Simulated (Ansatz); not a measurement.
Cartesian coordinates in Å:
```
O 1.5864 -1.2398 -0.4326
B 0.8873 -0.0906 -0.3674
Si -0.9563 -0.0977 0.4368
S -1.4495 1.6830 1.4628
S -2.2845 1.2833 -0.4548
H 2.4571 -1.1455 -0.8314
H 1.3348 0.9446 -0.7783
H -1.5753 -1.3373 0.9648
```

Total charge 0; spin multiplicity 1.

**Question.** List the CAM-B3LYP/def2-TZVPP orbital energies in eV (Ansatz). (An estimate is asked.)

**Answer.** Ansatz gave: Occupied: -2420.04, -2420.04, -1801.81, -523.98, -218.02, -218.02, -186.88, -162.64, -162.64, -162.52, -162.52, -162.36, -162.36, -146.34, -101.71, -101.67, -101.59, -31.21, -24.07, -18.93, -18.49, -16.02, -15.05, -13.03, -12.91, -12.09, -11.12, -10.63, -9.56, -9.38, -7.41. Lowest empty: -0.87, -0.11, 0.84, 1.76, 1.87, 2.24, 2.73, 3.46.
